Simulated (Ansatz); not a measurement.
Stepwise reaction of `[GeH3][SiH2][SiH2][SiH2][GeH3]` with hydrogen chloride, as a gas-phase model of exchange steps in deposition or etching. ΔE in kJ/mol.

Isolated molecules relaxed with PBE0-D4/def2-TZVP in Ansatz; ΔE leaves out vibrations. CCSD(T)/CBS is the MP2 limit (def2-TZVPP, def2-QZVPP) plus CCSD(T) − MP2 in def2-TZVPP, frozen cores. This one scheme is used for every species. Functionals use def2-TZVPP. B3LYP here is the variant with VWN-RPA as its local correlation; programs differ in this. For Ge outer-core shells are correlated without core-valence functions, which leaves a few kJ/mol of doubt a bond. Scalar relativity is left out up to krypton. Each species was taken in one conformer, which may not be the lowest.

```
step                                                                          reaction  PBE-D4  B3LYP-D4  ωB97M-V  CCSD(T)/CBS
   1  `[GeH3][SiH2][SiH2][SiH2][GeH3]` + HCl → `Cl[SiH2][SiH2][GeH3]` + `[SiH3][GeH3]`   -59.0     -73.5    -79.2        -72.3
```

(1) Give the row of step 2, `Cl[SiH2][SiH2][GeH3]` + HCl → `Cl[SiH2]Cl` + `[SiH3][GeH3]`. (An estimate is asked.)

(2) By hand: ΔE of the 2 steps together at CCSD(T)/CBS.

## Answers

(1) Ansatz gave: 
| step | reaction | PBE-D4 | B3LYP-D4 | ωB97M-V | CCSD(T)/CBS |
| --- | --- | --- | --- | --- | --- |
| 2 | `Cl[SiH2][SiH2][GeH3]` + HCl → `Cl[SiH2]Cl` + `[SiH3][GeH3]` | -76.8 | -88.9 | -96.6 | -90.3 |

(2) (-72.3) + (-90.3) = -162.6 kJ/mol, or -81.3 kJ/mol a step.

In ΔE each step is lower than the one before. All are downhill at CCSD(T)/CBS. PBE-D4 differs from CCSD(T)/CBS by 13.3 to 13.5 kJ/mol a step. Isolated molecules leave out the surface, adducts and barriers. Largest T1 diagnostic: 0.013.
